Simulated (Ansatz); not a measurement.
Z-matrix (Å, degrees):
```
C
Si 1 1.880
Cl 1 1.787 2 109.2
H 1 1.090 2 111.5 3 118.6
H 1 1.090 2 112.2 3 -119.2
C 2 1.880 1 109.2 3 -60.5
H 2 1.486 1 109.4 3 59.2
H 2 1.486 1 109.4 3 179.9
Cl 6 1.787 2 109.2 1 -60.5
H 6 1.090 2 111.5 1 58.1
H 6 1.090 2 112.2 1 -179.7
```

Charge 0, multiplicity 1.

Task: List the ωB97M-V/def2-TZVPP orbital energies in eV (the Gaussian-basis code of Ansatz). (Estimate.)

Result: The calculation gave: Occupied: -2772.02, -2772.02, -1807.22, -282.84, -282.84, -262.37, -262.37, -199.91, -199.91, -199.69, -199.69, -199.68, -199.68, -148.31, -102.42, -102.42, -102.42, -26.79, -26.57, -21.93, -21.41, -17.43, -15.68, -15.32, -14.41, -14.29, -13.15, -12.79, -12.09, -11.03, -10.93, -10.56, -10.38. Lowest empty: 1.68, 2.42, 2.78, 2.92, 2.97, 3.78, 4.11, 4.18.
